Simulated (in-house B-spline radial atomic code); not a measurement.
The phosphorus ion P¹⁰⁺: [He] 2s2 2p1

All numbers are computed (non-relativistic LDA exchange-only, spin-polarised, spherical fractional occupations; point nucleus) with an all-electron radial atomic-structure program (B-spline basis), not measured.

Effective charges: Z_r = [3n² - l(l+1)]/(2<r>) from the radius, Z_e = n√(-2ε) from the energy, and Slater's rules. Values are occupation-weighted means over spin.

```json
{"shell": "1s", "electrons": "2", "ε (eV)": "-2476.4", "<r> (bohr)": "0.1037", "Z_r": "14.46", "Z_e": "13.49", "Slater": "14.70"}
{"shell": "2s", "electrons": "2", "ε (eV)": "-478.67", "<r> (bohr)": "0.4567", "Z_r": "13.14", "Z_e": "11.86", "Slater": "12.60"}
{"shell": "2p", "electrons": "1", "ε (eV)": "-449.67", "<r> (bohr)": "0.3973", "Z_r": "12.59", "Z_e": "11.50", "Slater": "12.60"}
```

The least bound orbital is 2p up at -449.7 eV, while the most diffuse is 2s down (<r> = 0.4581 bohr against 0.3973 bohr): energy order and size order differ.

The density falls to 0.001 bohr⁻³ at 1.272 bohr; Σ<r²> = 0.70892 bohr² gives, by the non-relativistic formula and without the paramagnetism of open shells, a Langevin diamagnetic susceptibility of -0.5615×10⁻⁶ cm³/mol.
